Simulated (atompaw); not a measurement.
**silver (Ag): one change to a PAW (atompaw) potential, before and after**

Ag, PAW, made with atompaw 4.2.0.5 (LDA (PW92), scalar-relativistic). Core [Kr], reference 4d9 5s0 5p0 (charge +2). Waves: 5s (bound, empty): rc 2.65 bohr; 5s channel at -1.2 Ry: rc 2.65 bohr; 5p (bound, empty): rc 2.20 bohr; 5p channel at 4.1 Ry: rc 2.20 bohr; 4d (bound): rc 2.65 bohr; 4d channel at 1.35 Ry: rc 1.25 bohr. Local part: bessel scheme, radius 2.60 bohr. Core correction: smooth core density matched at 1.90 bohr. Augmentation charge: gaussian compensation charge, radius 2.10 bohr; PAW radius 2.65 bohr; waves and projectors: custom polynom2 7 10 vanderbiltortho.

Change: local potential bessel scheme, radius 1.36 bohr.

Cutoffs: the cutoffs (Ry, on a coarse ladder) from which the occupation-weighted sum of valence levels, in a spherical-Bessel basis at the reference potential, stays within 10 and 1 mRy of its value at 400 Ry; they do not see the model core or the augmentation charge, which bear on the density cutoff.

**Question.** What does the change do?

**Answer.** The potential gets neither clearly harder nor softer (30 Ry and 70 Ry → 30 Ry and 70 Ry); a bound ghost appears in p, which as a rule spoils a file; the range in which the s phases agree widens (upper end 2.0 → 3.2); the range in which the p phases agree narrows (upper end 5.0 → -0.5). A state that the projectors do not describe sees the local part alone, so a deeper or shallower local part can create or remove a ghost.

| quantity | base | changed |
| --- | --- | --- |
| cutoff, loose | 30 Ry | 30 Ry |
| cutoff, tight | 70 Ry | 70 Ry |
| bound ghosts | none | p |
| s: phases at 2.66 bohr within 0.05 rad from the reference energy up to (Ry; the scan ends near 5) | 2.0 | 3.2 |
| p: phases at 2.66 bohr within 0.05 rad from the reference energy up to (Ry; the scan ends near 5) | 5.0 | -0.5 |
| d: phases at 2.66 bohr within 0.05 rad from the reference energy up to (Ry; the scan ends near 5) | 0.2 | to the end of the scan |
| lowest overlap eigenvalue by channel | s 0.91, p 0.43, d 1.00 | s 0.90, p 0.19, d 1.00 |

 A true bound ghost makes a file unfit for plane-wave use even where its test errors are small: the radial tests pick states by their node count and pass the ghost by. The cutoffs see the waves, projectors and local potential, not the compensation charge or the core.
